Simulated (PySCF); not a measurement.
Compound: C5H8O4Si.
SMILES: `O=C(O[SiH3])C(=O)OC1CC1`

A linear-response calculation (PySCF, def2-SVPD basis, gas phase, vertical, core orbitals frozen in the response) gave these numbers; the functional is withheld.

Orbital energies (eV): HOMO-3 -10.98, HOMO-2 -10.54, HOMO-1 -9.66, HOMO -9.61, LUMO -0.78, LUMO+1 0.78, LUMO+2 1.13.

| state | E (eV) | f | main configurations (H = HOMO, L = LUMO) |
| --- | --- | --- | --- |
| S1 | 4.40 | 0.0001 | H-1→L (67%), H→L (30%) |
| S2 | 5.85 | 0.0033 | H-4→L (77%), H-5→L (9%) |
| S3 | 6.06 | 0.124 | H→L (65%), H-1→L (30%) |
| S4 | 7.09 | 0.074 | H-3→L (85%) |
| S5 | 7.09 | 0.0002 | H-2→L (41%), H-8→L (33%), H-5→L (15%) |
| S6 | 7.23 | 0.0015 | H-2→L (46%), H-5→L (23%), H-10→L (12%) |

Triplets (Tamm–Dancoff): T1 3.89 eV, H-1→L (66%), H→L (29%); T2 4.84 eV, H→L (51%), H-1→L (23%); T3 5.37 eV, H-3→L (55%), H-6→L (18%), H-7→L (15%); T4 5.39 eV, H-4→L (74%), H-5→L (10%).

Vertical ionisation energy by ΔSCF with the same functional: 10.33 eV. Mean static polarisability: 97.0 au.

Question: Name the functional.
A. HF
B. CAM-B3LYP
C. PBE0
D. PBE

Answer: B. CAM-B3LYP is range-separated, 19% exact exchange at short range and 65% at long range (ω = 0.33 bohr⁻¹). In this run −ε(HOMO) = 9.61 eV differs from the ΔSCF value by -0.72 eV, and S1 differs from the orbital gap of 8.83 eV by -4.43 eV. The ratio −ε(HOMO)/IP is 0.93. Usual ranges for neutral molecules in this basis: 0.85 to 0.93 with CAM-B3LYP, 0.5 to 0.7 with PBE, 0.7 to 0.83 with PBE0; Hartree–Fock can't fall below 1, since the ion's relaxation only lowers the ΔSCF value.

Method used: TDDFT CAM-B3LYP/def2-SVPD, vertical, gas phase, core orbitals frozen in the response (PySCF). One conformer (not necessarily the lowest) at the PBE0-D3(BJ)/def2-SVP geometry, without solvent, vibrations or thermal averaging.

Conformer computed: `[O:1]=[C:2]([O:3][SiH3:4])[C:5](=[O:6])[O:7][CH:8]1[CH2:9][CH2:10]1`: O1–C2–O3–Si4 1°, O1–C2–C5–O6 177°, C2–C5–O7–C8 180°, C5–O7–C8–C9 -135°.
